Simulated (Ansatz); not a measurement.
System: MoCl5, charge 0, multiplicity 2. The spin state was set by rule; other spins were not relaxed. 
Coordinates optimised at B3LYP-D3(BJ)/def2-TZVP (Ansatz, an electronic-structure program):
SMILES: [Cl][Mo]([Cl])([Cl])([Cl])[Cl]
```xyz
6

Mo    -0.0040     0.0299     0.0181
Cl     1.8548    -0.3626    -1.1807
Cl     0.9881    -1.0281     1.8228
Cl    -0.9773     0.9476    -1.8716
Cl    -1.5987    -1.5522     0.0203
Cl    -0.2570     1.9216     1.1644
```
Charge 0, spin multiplicity 2.

Computed values are from Ansatz. Correlated levels leave the core frozen unless marked. UHF or UKS for open shells. No spin-orbit coupling. Frozen are the shells of the preceding noble gas and the d and f shells that filled before the atom's block. In def2 rows, elements after Kr have scalar-relativistic effective core potentials. Basis-set limits of correlation are two-point, X^-3; Hartree-Fock from the larger set. The bracket is a focal-point correction in the basis named.

atomisation energy De: 1683.2 kJ/mol at RI-MP2/CBS(def2-TZVPP,def2-QZVPP)+[CCSD(T)-MP2]/def2-SVP
total energy: -2366.7826 Eh at RI-MP2/CBS(def2-TZVPP,def2-QZVPP)+[CCSD(T)-MP2]/def2-SVP
dipole moment: 0.75 D at wB97M-V/def2-TZVPD
T1 diagnostic: 0.028 at CCSD/def2-SVP
